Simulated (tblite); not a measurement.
C6H13Si (doublet state).
Geometry (GFN2-xTB, Å), atoms numbered from 1 in this order:
```xyz
20
C6H13Si angstrom
C     -2.3447    0.6148    0.6939
C     -1.1664   -0.3154    0.4294
C     -0.7769   -0.3307   -1.0513
C      0.4700   -1.1955   -1.2244
Si     1.5351   -0.7152    0.2970
C      2.9054    0.5470   -0.1250
C      0.0689    0.0813    1.2424
H     -2.0954    1.6355    0.4074
H     -2.6064    0.6110    1.7500
H     -3.2172    0.3041    0.1219
H     -1.4514   -1.3355    0.7124
H     -1.6057   -0.6976   -1.6616
H     -0.5588    0.6929   -1.3685
H      0.9574   -1.0013   -2.1789
H      0.1915   -2.2494   -1.2149
H      2.4933    1.4083   -0.6489
H      3.3950    0.9091    0.7738
H      3.6668    0.1050   -0.7600
H     -0.0392   -0.2269    2.2805
H      0.1734    1.1691    1.2435
```

Method: GFN2-xTB as coded in tblite; computed harmonic values from a numerical Hessian at the method's own geometry, unscaled. Errors from tens to a few hundred cm⁻¹ against measured bands are possible. One conformer, not necessarily the lowest. Open shells enter through the occupations alone, without spin polarisation, and single modes of such species can be off by tens of per cent.

Harmonic wavenumbers (cm⁻¹): 65.3, 111.3, 134.0, 186.9, 214.5, 226.1, 304.5, 373.6, 433.1, 485.6, 649.7, 724.1, 742.5, 750.0, 799.3, 824.2, 834.4, 869.6, 926.2, 968.4, 1006.2, 1045.0, 1068.0, 1101.1, 1126.8, 1187.3, 1219.9, 1227.1, 1271.5, 1296.7, 1334.0, 1352.2, 1359.6, 1415.1, 1477.8, 1483.4, 1486.4, 1491.3, 1503.9, 1505.3, 1508.6, 2920.3, 2947.1, 2952.2, 2967.5, 2983.5, 2990.1, 2998.4, 3009.0, 3015.2, 3020.8, 3030.5, 3045.6, 3046.6.

A = 3838, B = 1447, C = 1235 MHz; mass 113.079 u (most abundant isotopes); point group C1, symmetry number 1; spin multiplicity 2.

Question: Zero-point energy?

Answer: ½Σν̃ = 38509 cm⁻¹ = 110.10 kcal/mol.

Question: Entropy at 400 K, 1 bar (ideal gas, RRHO, classical rotation)?

Answer: Translation 41.57, rotation 29.12, vibration 32.88, spin (R ln 2) 1.38: S = 104.9 cal/(mol K).

Question: And Cp and H(400 K) − H(0)?

Answer: Cp = 45.52 cal/(mol K), of which vibrations give 37.57 (their classical limit is 54 R = 107.3); H(400 K) − H(0) = 10.36 kcal/mol without the zero-point energy, 7.18 from vibrations.

Question: How do the functions run with temperature in this model?

Answer: 
```tsv
T (K)	S (cal/(mol K))	Cp (cal/(mol K))	H − H(0) (kcal/mol)	G − H(0) (kcal/mol)	ln q(vib)
150	74.6	21.1	2.13	-9.06	2.07
250	87.4	30.2	4.68	-17.18	4.20
298.15	93.2	35.1	6.25	-21.53	5.25
600	126.8	62.4	21.24	-54.83	12.10
900	155.5	79.1	42.66	-97.29	18.89
```

q(vib) and H(0) count from the zero-point level.

Question: What must be added to the electronic energy to get the Gibbs energy at 400 K and 1 bar?

Answer: ZPE + [H(400 K) − H(0)] − T·S = 110.10 + 10.36 − 41.98 = 78.48 kcal/mol.

Question: Blend soft modes into free rotors: weight 1/[1 + (100 cm⁻¹/ν̃)⁴] for the oscillator and the rest for a rotor with moment μB/(μ + B), μ = h/(8π²ν), B = 10⁻⁴⁴ kg m². What vibrational entropy results?

Answer: 31.30 cal/(mol K) in place of 32.88, which changes −T·S at 400 K by +0.63 kcal/mol.

Hindered rotation and anharmonicity are outside this model. Other conformers, if any are populated, would add a mixing term that is left out. The structure is chiral; the term R ln 2 for an equal mix with its mirror image is left out.
